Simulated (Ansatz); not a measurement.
B$_{2}$H$_{8}$N$_{2}$Si. Charge 0, multiplicity 1. The bonds changed during the relaxation, so this is another structure than the one it started from. The geometry is a stationary point of PBE0-D4/def2-TZVP. It is one conformer, not always the lowest.

```xyz
13

B     0.965    0.741   -1.070
B    -0.554    1.285   -0.915
Si    0.311    0.018    0.677
N     0.704   -1.594    1.061
N    -1.378    0.152   -0.236
H     1.977    1.326   -1.311
H     0.977   -0.479   -1.284
H    -1.050    2.371   -0.812
H    -0.079    0.618    1.985
H     0.571   -1.986    1.978
H     1.299   -2.148    0.469
H    -2.233    0.379    0.256
H    -1.509   -0.682   -0.798
```

Task: What is the dipole moment at r2SCAN/def2-TZVPP? (Best estimate.)

Result: The calculation gave: 4.95 D, with components (-3.17, -3.17, 2.11) D in this frame, pointing from negative to positive charge.

Task: And with PBE, B3LYP, ωB97M-V? (Estimate.)

Result: Computed: PBE 4.90 D, B3LYP 4.87 D, ωB97M-V 4.95 D.

Task: Give the Mulliken charges with r2SCAN, ωB97M-V, PBE in def2-TZVPP. (An estimate is asked.)

Result: Ansatz gave: 
```json
{"atom": "B1", "r2SCAN": "-0.24", "ωB97M-V": "-0.33", "PBE": "-0.24"}
{"atom": "B2", "r2SCAN": "0.03", "ωB97M-V": "-0.08", "PBE": "0.02"}
{"atom": "Si3", "r2SCAN": "0.28", "ωB97M-V": "0.22", "PBE": "0.14"}
{"atom": "N4", "r2SCAN": "-0.47", "ωB97M-V": "-0.38", "PBE": "-0.40"}
{"atom": "N5", "r2SCAN": "-0.10", "ωB97M-V": "-0.11", "PBE": "-0.10"}
{"atom": "H6", "r2SCAN": "-0.01", "ωB97M-V": "0.08", "PBE": "0.01"}
{"atom": "H7", "r2SCAN": "-0.05", "ωB97M-V": "0.01", "PBE": "-0.02"}
{"atom": "H8", "r2SCAN": "-0.01", "ωB97M-V": "0.09", "PBE": "0.00"}
{"atom": "H9", "r2SCAN": "-0.10", "ωB97M-V": "-0.04", "PBE": "-0.07"}
{"atom": "H10", "r2SCAN": "0.17", "ωB97M-V": "0.12", "PBE": "0.16"}
{"atom": "H11", "r2SCAN": "0.18", "ωB97M-V": "0.14", "PBE": "0.17"}
{"atom": "H12", "r2SCAN": "0.15", "ωB97M-V": "0.13", "PBE": "0.15"}
{"atom": "H13", "r2SCAN": "0.16", "ωB97M-V": "0.15", "PBE": "0.17"}
```

B3LYP here is the variant with VWN-RPA as its local correlation; programs differ in this.
